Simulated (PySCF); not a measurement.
Polarisability and C₆ of F⁺ (fluorine, charge +1)

[He] 2s2 2p4, high-spin 3P determinant. Calculation: PySCF 2.14, in dyall-av2z; the non-relativistic Hamiltonian (point nucleus). Coupled (time-dependent) response in atomic units; α is the mean over directions. A double-zeta set is small for polarisabilities.

```tsv
method	mean α (bohr³)	α xx, yy, zz	C₆ (like pair)	S(−4)
UHF	1.643	1.718, 1.494, 1.718	2.998	1.143
PBE	1.756	1.804, 1.659, 1.804	3.292	1.330
PBE0	1.715	1.772, 1.603, 1.772	3.191	1.250
M06-L	1.753	1.839, 1.582, 1.839	3.278	1.385
BHandHLYP	1.674	1.734, 1.555, 1.734	3.087	1.169
```

S(−4) is the Cauchy moment in α(ω) = α(0) + S(−4) ω² + …

α(iu) at BHandHLYP:

```csv
u (hartree),α(iu) (bohr³)
0,1.674
0.0500,1.671
0.100,1.662
0.200,1.629
0.300,1.579
0.500,1.448
0.750,1.267
1.00,1.097
1.50,0.8186
2.00,0.6184
3.00,0.3767
5.00,0.1770
```

For an ion, C₆ is the dispersion term alone; charge-induced terms of lower order in 1/R come first.

The components differ because the open shell of this determinant is not spherical; for a pure term their mean is the scalar polarisability.
